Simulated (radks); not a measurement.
The silver anion Ag- inside a hard spherical wall (all orbitals vanish at R), configuration held at [Kr] 4d10 5s2 and not refilled when levels cross. All-electron calculation, scalar-relativistic Kohn-Sham, PBE, spin-polarised, spherical densities, point nucleus. Program: a radial shooting solver on a logarithmic mesh with Libxc functionals. Eigenvalues in eV for spin up, with the zero of energy where the potential of the charges vanishes at infinity; a dash marks a level that is unbound or too diffuse for the functional's potential to be trusted. A positive occupied level is held by the wall or, in an anion where self-interaction has pushed it up, behind a barrier. The pressure on the wall is -dE/dV.

| R (bohr) | E (hartree) | kinetic (hartree) | e(4s) | e(4p) | e(4d) | e(5s) | e(5p, empty) | e(6s, empty) | pressure (GPa) |
|---|---|---|---|---|---|---|---|---|---|
| 15 | -5316.09117 | 5522.901 | -88.777 | -52.269 | -1.139 | 0.999 | 2.911 | 3.105 | 0.00241 |
| 12 | -5316.08959 | 5522.908 | -88.606 | -52.096 | -0.966 | 1.145 | 3.529 | 4.342 | 0.0168 |
| 10 | -5316.08571 | 5522.925 | -88.337 | -51.825 | -0.696 | 1.385 | 4.187 | 5.995 | 0.0780 |
| 8 | -5316.07175 | 5522.982 | -87.734 | -51.218 | -0.096 | 1.965 | 5.394 | 9.441 | 0.477 |
| 7 | -5316.05203 | 5523.060 | -87.145 | -50.626 | 0.479 | 2.575 | 6.485 | 12.739 | 1.37 |
| 4 | -5315.48452 | 5525.177 | -79.680 | -43.278 | 7.381 | 11.914 | 19.849 | 52.703 | 105 |
| 3.5 | -5314.95265 | 5527.108 | -75.321 | -39.070 | 11.406 | 18.372 | 28.242 | 75.964 | 291 |
| 2.5 | -5310.69591 | 5542.236 | -54.795 | -19.306 | 32.079 | 58.293 | 76.518 | 194.50 | 3690 |
| 2 | -5301.26019 | 5574.723 | -28.081 | 7.736 | 62.990 | 128.07 | 154.63 | 364.03 | 19400 |
